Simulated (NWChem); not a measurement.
Molecule: C$_{3}$H$_{4}$F$_{2}$Si; SMILES C#CC(F)(F)[SiH3]

### Question
Give the equilibrium geometry at PBE-D3(BJ)/def2-SVP (NWChem) as a list of bonds and angles, with the point group.

### Answer
point group Cs; any orientation.
Bonded distances (Å): C1–C2 1.222, C1–H7 1.082, C2–C3 1.463, C3–F4 1.384, C3–F5 1.384, C3–Si6 1.947, Si6–H8 1.500, Si6–H9 1.500, Si6–H10 1.500. Angles (°): C2–C1–H7 178.9, C1–C2–C3 175.0, C2–C3–F4 110.1, C2–C3–F5 110.1, C2–C3–Si6 113.1, F4–C3–F5 107.0, F4–C3–Si6 108.2, F5–C3–Si6 108.2, C3–Si6–H8 108.5, C3–Si6–H9 107.0, C3–Si6–H10 108.5, H8–Si6–H9 110.9, H8–Si6–H10 110.8, H9–Si6–H10 110.9.
